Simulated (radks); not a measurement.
The numbers below are computed, except where a source is named.
Initial-state core-level shifts of the krypton ion Kr3+ when its valence configuration changes from [Ar] 3d10 4s2 4p3. Code: a radial shooting solver on a logarithmic mesh with Libxc functionals. Model: Dirac Kohn-Sham, PBEsol, spin-unpolarised, spherical densities, finite nucleus; open shells fill j = l - 1/2 first; Fermi nuclear charge, rms radius 4.1884 fm. Shifts are changes of the shell-averaged eigenvalues in eV (positive: less bound); the change of the density at the nucleus, which sets a Mossbauer isomer shift, is in e/bohr^3, on a base of 4.934e+04.

valence                1s       2s       3s       3p  density at nucleus
3d10 4s1 4p4       -1.585   -1.551   -1.566   -1.555             -50.293
3d9.5 4s2 4p3.5    -8.716   -9.614   -7.305   -7.199             +10.519
3d10 4s1.5 4p3.5   -0.797   -0.780   -0.787   -0.782             -24.996
3d8 4s1 4p6       -37.435  -41.225  -30.938  -30.543             -15.330
3d9 4s2 4p4       -17.630  -19.461  -14.668  -14.462             +21.374
3d9.5 4s1 4p4.5   -10.250  -11.122   -8.823   -8.707             -42.023
3d8 4s2 4p5       -36.047  -39.842  -29.553  -29.167             +44.051
3d9 4s1 4p5       -19.114  -20.926  -16.140  -15.924             -33.434
3d10 4p5           -3.133   -3.069   -3.101   -3.079            -101.768
